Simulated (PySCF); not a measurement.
Si(OH)(OMe), SMILES CO[Si]O (CH4O2Si), singlet, PBE0/def2-SVP optimised geometry.

```
8

Si    -1.46    -0.05     0.00
O     -1.70     1.59     0.00
H     -0.90     2.13     0.00
O      0.22    -0.05     0.00
C      1.05    -1.19     0.00
H      1.69    -1.19    -0.90
H      1.70    -1.18     0.89
H      0.47    -2.13     0.00
```

Density from PBE0/def2-TZVP in PySCF 2.14.0 at that geometry.

Minimum of the electron density along straight lines between bonded atoms, close to the bond critical point (lines longer than 1.1 times the sum of covalent radii, or with two minima, are not listed):

```csv
bond,length / Å,ρ at the minimum / e bohr⁻³,∇²ρ there / e bohr⁻⁵,position (fraction from the first atom)
Si1–O2,1.662,0.134,?,0.41
O2–H3,0.967,?,-2.37,0.81
Si1–O4,1.680,0.126,?,0.41
O4–C5,1.402,0.261,-0.50,0.65
C5–H6,1.102,0.278,-0.97,0.65
C5–H7,1.102,0.278,-0.97,0.65
C5–H8,1.106,0.275,-0.94,0.65
```

Question: Fill in the missing entries.

Answer: 
- Si1–O2, ∇²ρ there / e bohr⁻⁵: 0.78
- O2–H3, ρ at the minimum / e bohr⁻³: 0.350
- Si1–O4, ∇²ρ there / e bohr⁻⁵: 0.73
